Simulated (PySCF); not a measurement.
## Dipole response of Ge+ (germanium, charge +1)

[Ar] 3d10 4s2 4p1, 2P determinant. Calculation: PySCF 2.14, in aug-cc-pVQZ-PP with ECP10MDF (7s6p5d3f2g, 89 functions); a scalar-relativistic core potential. Coupled (time-dependent) response in atomic units; α is the mean over directions.

```json
{"method": "UHF", "mean α (bohr³)": "19.83", "α xx, yy, zz": "18.81, 21.86, 18.81", "C₆ (like pair)": "116.3", "S(−4)": "144.3"}
{"method": "PBE", "mean α (bohr³)": "19.15", "α xx, yy, zz": "17.60, 22.25, 17.60", "C₆ (like pair)": "109.6", "S(−4)": "144.3"}
{"method": "PBE0", "mean α (bohr³)": "19.11", "α xx, yy, zz": "17.78, 21.75, 17.78", "C₆ (like pair)": "109.9", "S(−4)": "138.8"}
```

S(−4) is the Cauchy moment in α(ω) = α(0) + S(−4) ω² + …

Spin-orbit coupling is absent.

α(iu) at PBE:

```json
{"u (hartree)": "0", "α(iu) (bohr³)": "19.15"}
{"u (hartree)": "0.0500", "α(iu) (bohr³)": "18.79"}
{"u (hartree)": "0.100", "α(iu) (bohr³)": "17.83"}
{"u (hartree)": "0.200", "α(iu) (bohr³)": "14.90"}
{"u (hartree)": "0.300", "α(iu) (bohr³)": "11.86"}
{"u (hartree)": "0.500", "α(iu) (bohr³)": "7.431"}
{"u (hartree)": "0.750", "α(iu) (bohr³)": "4.509"}
{"u (hartree)": "1.00", "α(iu) (bohr³)": "3.032"}
{"u (hartree)": "1.50", "α(iu) (bohr³)": "1.690"}
{"u (hartree)": "2.00", "α(iu) (bohr³)": "1.108"}
{"u (hartree)": "3.00", "α(iu) (bohr³)": "0.6034"}
{"u (hartree)": "5.00", "α(iu) (bohr³)": "0.2664"}
```

A single London oscillator, α(iu) = α/(1 + u²/ω²), gives C₆ = (3/4) ω α². Matching the computed C₆ needs ω = 4 × 109.6 / (3 × 19.15²) = 0.398 hartree.

For an ion, C₆ is the dispersion term alone; charge-induced terms of lower order in 1/R come first.

The components differ because the open shell of this determinant is not spherical; for a pure term their mean is the scalar polarisability.

Energies and moments cover only the electrons outside the core potential.
